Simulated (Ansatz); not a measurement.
Isolated molecules relaxed with PBE0-D4/def2-TZVP in Ansatz; ΔE leaves out vibrations. CBS: MP2 limit from def2 TZ/QZ plus the TZ coupled-cluster correction, frozen cores. This one scheme is used for every species, atoms too. Functionals use def2-TZVPP. B3LYP here is the variant with VWN-RPA as its local correlation; programs differ in this. HSE06 is defined as in plane-wave codes. Open shells (•) are unrestricted, without spin–orbit coupling. Spin–orbit coupling would lower the free atoms: a little for Cl. Each species was taken in one conformer, which may not be the lowest.

Reaction (homolysis of the Al–Cl bond): `C[O][Al]([Cl])[Cl]` → `C[O][Al][Cl]`• + Cl•

```
             level  ΔE (eV)  difference from CCSD(T)/CBS
            PBE-D4     5.01                        -0.19
         r2SCAN-D4     5.07                        -0.13
           PBE0-D4     5.02                        -0.18
          B3LYP-D4     4.95                        -0.25
        r2SCAN0-D4     5.02                        -0.18
          BHLYP-D4     4.94                        -0.26
           ωB97M-V     5.25                         0.05
              PBE0     4.98                        -0.22
             HSE06     4.99                        -0.21
RPA@PBE/def2-TZVPP     4.60                        -0.60
     CCSD/def2-SVP     4.84                        -0.36
     HF/def2-TZVPP     4.00                        -1.20
    MP2/def2-TZVPP     5.20                         0.00
     HF/def2-QZVPP     4.00                        -1.20
SCS-MP2/def2-QZVPP     5.22                         0.02
      HF/CBS(def2)     4.00                        -1.20
       CCSD(T)/CBS     5.20                            0
```

Question: What do rigid-rotor, harmonic-oscillator terms from PBE0-D4/def2-TZVP frequencies (298.15 K, 1 bar) make of the CCSD(T)/CBS value? (Estimate.)

Answer: Computed: ΔZPE = -0.06 eV, ΔH = +5.17 eV, ΔS = 137 J/(mol·K), ΔG = +4.74 eV. Open shells count their whole term as degenerate.

Largest T1 diagnostic among the species: 0.013.

From BLYP to BHLYP (50 % exact exchange), in def2-TZVPP and without D4, ΔE moves by +0.11 eV. At CCSD(T), def2-SVP lies −0.32 eV from the extrapolated value and def2-TZVPP −0.17 eV: correlation converges slowly with the basis, and small sets miss more of it in the bonded molecule than in its fragments. Leaving LDA and LC-ωPBE aside and taking each functional with its dispersion term where it has one, the values, not all of them listed here, spread over 0.41 eV, from revPBE-D4 to B97M-V. LDA lies +0.59 eV from PBE without D4, its usual overbinding.

CCSD(T)/CBS has its own doubt, a few kJ/mol and more with outer-core shells, so smaller differences from it don't rank the levels.
